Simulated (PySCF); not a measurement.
**C6H11B: core ionisation energies**

C₆H₁₁B.
SMILES with atom numbers: `[BH2:1][C@@H:2]1[CH:3]=[CH:4][CH2:5][CH2:6][CH2:7]1`

Level of theory: delta-SCF UKS SCAN, pcX-2 on the ionised atom, pcseg-1 elsewhere, spin-free X2C in PySCF. Each binding energy is the total energy of the core-ionised species, with the hole localised on one atom, minus that of the ground state; both are solved self-consistently, so orbital relaxation is included.

Task: List the computed XPS lines with their assignment.

Result: 
```json
{"atom(s)": "C4", "bonded to": "C (double bond), C and H", "level": "C 1s", "binding energy (eV)": "289.87", "above the level's lowest (eV)": "0.00", "count": "1"}
{"atom(s)": "C3", "bonded to": "C (double bond), C and H", "level": "C 1s", "binding energy (eV)": "289.97", "above the level's lowest (eV)": "+0.10", "count": "1"}
{"atom(s)": "C2", "bonded to": "2 C, H and B", "level": "C 1s", "binding energy (eV)": "290.33", "above the level's lowest (eV)": "+0.46", "count": "1"}
{"atom(s)": "C6", "bonded to": "2 C and 2 H", "level": "C 1s", "binding energy (eV)": "290.44", "above the level's lowest (eV)": "+0.57", "count": "1"}
{"atom(s)": "C7", "bonded to": "2 C and 2 H", "level": "C 1s", "binding energy (eV)": "290.49", "above the level's lowest (eV)": "+0.62", "count": "1"}
{"atom(s)": "C5", "bonded to": "2 C and 2 H", "level": "C 1s", "binding energy (eV)": "290.52", "above the level's lowest (eV)": "+0.65", "count": "1"}
```

Lowest listed C 1s: C4, bonded to C (double bond), C and H. Highest, 0.65 eV above it: C5, bonded to 2 C and 2 H. The widest gap between neighbouring values is 0.36 eV, between 289.97 and 290.33 eV. Summing the Pauling electronegativity differences to the bonded atoms, each weighted by its formal bond order, gives -0.35 for the lowest site and -0.70 for the highest; the largest sum, -0.35, belongs to C3, 0.55 eV below the top. The smallest sum, -0.86, belongs to C2, 0.46 eV above the lowest. The values 290.44, 290.49 and 290.52 eV lie too close for their order to be trusted.

Task: Give the binding energy of C 1s of C2 in hartree and in kJ/mol.

Result: 290.33 eV = 10.6694 Eh = 28013 kJ/mol.

Task: What is the longest wavelength that can ionise C 1s of C2 vertically?

Result: λ = hc/E = 12398.42 eV Å / 290.33 eV = 42.705 Å.

Not every level is listed. No level of boron is listed. Geometry: PBE0-D3(BJ)/def2-SVP, one conformer, isolated molecule.

Time: 93 s of wall time; peak memory 0.74 GiB. Hardware: Arm Neoverse V1, one thread, no GPU (shared host).
